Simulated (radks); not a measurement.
Problem. Radial electron density D(r) = 4 pi r^2 rho(r) of an atom or ion with 23 electrons. Calculated with a radial shooting solver on a logarithmic mesh with Libxc functionals: scalar-relativistic Kohn-Sham, LDA (Slater exchange, Perdew-Wang correlation), spin-polarised, spherical densities, finite nucleus; Fermi nuclear charge, rms radius of each element as measured or else 0.836 A^(1/3) + 0.57 fm.

```
   r/bohr * D(r) (the largest magnitude, 35, reaches the edge; | marks zero)
 0.004781 |    *
 0.006225 |      *
 0.008042 |          *
  0.01039 |               *
  0.01353 |                     *
  0.01747 |                             *
  0.02275 |                                      *
  0.02939 |                                            *
  0.03796 |                                                *
  0.04943 |                                               *
  0.06386 |                                          *
  0.08315 |                                      *
   0.1074 |                                        *
   0.1387 |                                                *
   0.1807 |                                                      *
   0.2334 |                                                *
   0.3015 |                                 *
   0.3925 |                    *
   0.5071 |                    *
   0.6603 |                        *
   0.8529 |                   *
    1.102 |          *
    1.435 |    *
    1.853 |  *
    2.394 | *
    3.117 |*
    4.026 *
    5.243 *
```

What is the nuclear charge?

Solution. Z = 26. The innermost maximum, from 1s, lies near gamma/Z bohr with gamma = sqrt(1 - (Z/c)^2) = 0.982, here 0.0378 bohr (found: 0.0408), and its height grows with Z. The density is that of the iron ion Fe3+ in [Ar] 3d3 4s2; the configuration itself is not fixed sharply by these data, and Z only to about a unit. D(r) has 3 maxima, at r = 0.0408, 0.185, 0.671 bohr, and minima at 0.0886, 0.443 bohr, inside which lie 2.11, 10.61 electrons.
